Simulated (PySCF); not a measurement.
**Polarisability and C₆ of Os⁺ (osmium, charge +1)**

[Xe] 4f14 5d5 6s1 6p1, high-spin 8P determinant (an excited configuration). Computed with PySCF 2.14 in aug-cc-pVTZ-PP with ECP60MDF (6s6p5d3f2g, 88 functions), with scalar relativity through the core potential. Coupled (time-dependent) response in atomic units; α is the mean over directions.

```tsv
method	mean α (bohr³)	α xx, yy, zz	C₆ (like pair)	S(−4)
B97-3	37.80	34.45, 44.52, 34.45	347.7	537.3
PBEsol	37.42	33.47, 45.34, 33.47	342.5	537.8
```

S(−4) is the Cauchy moment in α(ω) = α(0) + S(−4) ω² + …

Spin-orbit coupling is absent.

α(iu) at B97-3:

| u (hartree) | α(iu) (bohr³) |
| --- | --- |
| 0 | 37.80 |
| 0.0500 | 36.52 |
| 0.100 | 33.28 |
| 0.200 | 25.34 |
| 0.300 | 19.03 |
| 0.500 | 11.84 |
| 0.750 | 7.700 |
| 1.00 | 5.565 |
| 1.50 | 3.400 |
| 2.00 | 2.316 |
| 3.00 | 1.270 |
| 5.00 | 0.5412 |

A single London oscillator, α(iu) = α/(1 + u²/ω²), gives C₆ = (3/4) ω α². Matching the computed C₆ needs ω = 4 × 347.7 / (3 × 37.80²) = 0.324 hartree.

For an ion, C₆ is the dispersion term alone; charge-induced terms of lower order in 1/R come first.

The components differ because the open shell of this determinant is not spherical; for a pure term their mean is the scalar polarisability.

Energies and moments cover only the electrons outside the core potential. Spin-orbit coupling, absent here, splits the open shell strongly.
